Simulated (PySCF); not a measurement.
CH₅F₃Si₂.

```xyz
11

C     -2.1908     0.8720    -0.6942
Si    -0.9660    -0.4990    -0.3952
F     -1.5613    -1.5318     0.7234
Si     1.0383     0.3605     0.4617
F      1.4761     1.5729    -0.5258
F      2.2133    -0.7518     0.3928
H     -3.1316     0.4758    -1.1063
H     -2.4215     1.4130     0.2361
H     -1.7729     1.5920    -1.4162
H     -0.7000    -1.2754    -1.6409
H      1.0058     0.8977     1.8482
```

Geometry optimised at PBE0-D3(BJ)/def2-SVP. The structure was generated by enumeration; whether it is a known compound was not checked. One conformer was computed; it need not be the lowest.

These are PySCF with HF/pcSseg-1 values and carry that method's errors. Non-relativistic, no solvent.

Task: Give the absolute GIAO shielding of each atom: isotropic value and principal components (ppm). (An estimate is asked for; the answer gives what the named calculation found.)

Result: 
| atom | σ(iso) | σ11 | σ22 | σ33 | span |
|---|---|---|---|---|---|
| C1 | 193.4 | 180.2 | 194.4 | 205.7 | 25.5 |
| Si2 | 386.3 | 329.3 | 387.3 | 442.4 | 113.2 |
| F3 | 423.4 | 406.2 | 407.0 | 456.9 | 50.7 |
| Si4 | 400.9 | 356.0 | 382.1 | 464.5 | 108.6 |
| F5 | 371.3 | 285.3 | 385.0 | 443.7 | 158.4 |
| F6 | 373.0 | 286.9 | 391.9 | 440.0 | 153.0 |
| H7 | 30.7 | 26.2 | 27.6 | 38.4 | 12.3 |
| H8 | 31.1 | 27.0 | 28.5 | 37.8 | 10.8 |
| H9 | 31.7 | 27.0 | 29.0 | 38.9 | 11.9 |
| H10 | 26.9 | 24.6 | 24.9 | 31.2 | 6.7 |
| H11 | 26.9 | 23.9 | 24.5 | 32.2 | 8.3 |
